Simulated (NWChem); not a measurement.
System: sulfur trioxide (SO3); SMILES O=S(=O)=O

```xyz
4

O     -1.0277    -1.0277     0.0000
S      0.0000     0.0000     0.0000
O     -0.3762     1.4039     0.0000
O      1.4039    -0.3762     0.0000
```
Atoms are numbered in this order, from 1.

Geometry: optimised at B3LYP/6-31G* (spherical d).

Q: List the 4 lowest vertical singlet excitations from B3LYP/6-31G* (spherical d), TDA (NWChem).

A: 
| state | energy (eV) | oscillator strength | leading excitation (squared amplitude) |
|---|---|---|---|
| S1 | 4.77 | 0.000 | HOMO → LUMO (1.00) |
| S2 | 5.17 | 0.000 | HOMO → LUMO+1 (1.00) |
| S3 | 6.39 | 0.000 | HOMO−1 → LUMO+1 (0.99) |
| S4 | 6.39 | 0.000 | HOMO−2 → LUMO+1 (0.99) |
